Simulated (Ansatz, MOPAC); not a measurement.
Molecule: H₃BPO₂, charge 0, multiplicity 2. SMILES: OB(O)[PH]

Atoms: O1, B2, O3, P4, H5, H6, H7. Bonds: O1-B2, O1-H5, B2-O3, B2-P4, O3-H6, P4-H7.

Bond lengths (Å) and angles (degrees) optimised at AM1 with MOPAC; B3LYP/LANL2DZ with Ansatz (a quantum-chemistry and plane-wave program); B3LYP/6-31G* with Ansatz, each started from the B3LYP-D3(BJ)/def2-TZVP structure (Ansatz) of the last column. A row stands for all coordinates that are equal there; 11 of 12 kinds are shown. 6-31G* holds six Cartesian d functions. At AM1 the structure is a saddle point. No wavenumbers were computed at B3LYP/LANL2DZ, so these may be saddle points.

```json
[
 {"coordinate": "O1-B2", "AM1": "1.338", "B3LYP/LANL2DZ": "1.377", "B3LYP/6-31G*": "1.364", "B3LYP-D3(BJ)/def2-TZVP": "1.362"},
 {"coordinate": "O1-H5", "AM1": "0.961", "B3LYP/LANL2DZ": "0.971", "B3LYP/6-31G*": "0.965", "B3LYP-D3(BJ)/def2-TZVP": "0.960"},
 {"coordinate": "B2-O3", "AM1": "1.333", "B3LYP/LANL2DZ": "1.377", "B3LYP/6-31G*": "1.365", "B3LYP-D3(BJ)/def2-TZVP": "1.363"},
 {"coordinate": "B2-P4", "AM1": "1.736", "B3LYP/LANL2DZ": "1.999", "B3LYP/6-31G*": "1.977", "B3LYP-D3(BJ)/def2-TZVP": "1.961"},
 {"coordinate": "O3-H6", "AM1": "0.964", "B3LYP/LANL2DZ": "0.972", "B3LYP/6-31G*": "0.966", "B3LYP-D3(BJ)/def2-TZVP": "0.961"},
 {"coordinate": "P4-H7", "AM1": "1.359", "B3LYP/LANL2DZ": "1.459", "B3LYP/6-31G*": "1.432", "B3LYP-D3(BJ)/def2-TZVP": "1.424"},
 {"coordinate": "O1-B2-O3", "AM1": "114.7", "B3LYP/LANL2DZ": "116.6", "B3LYP/6-31G*": "115.7", "B3LYP-D3(BJ)/def2-TZVP": "115.6"},
 {"coordinate": "O1-B2-P4", "AM1": "124.6", "B3LYP/LANL2DZ": "124.6", "B3LYP/6-31G*": "124.8", "B3LYP-D3(BJ)/def2-TZVP": "124.8"},
 {"coordinate": "O3-B2-P4", "AM1": "120.7", "B3LYP/LANL2DZ": "118.8", "B3LYP/6-31G*": "119.5", "B3LYP-D3(BJ)/def2-TZVP": "119.6"},
 {"coordinate": "B2-O1-H5", "AM1": "105.8", "B3LYP/LANL2DZ": "121.0", "B3LYP/6-31G*": "112.8", "B3LYP-D3(BJ)/def2-TZVP": "114.0"},
 {"coordinate": "B2-O3-H6", "AM1": "105.6", "B3LYP/LANL2DZ": "121.0", "B3LYP/6-31G*": "113.4", "B3LYP-D3(BJ)/def2-TZVP": "114.7"}
]
```

Mean signed difference of all 6 bond lengths from B3LYP-D3(BJ)/def2-TZVP: AM1 -0.057 Å, B3LYP/LANL2DZ 0.021 Å, B3LYP/6-31G* 0.006 Å.
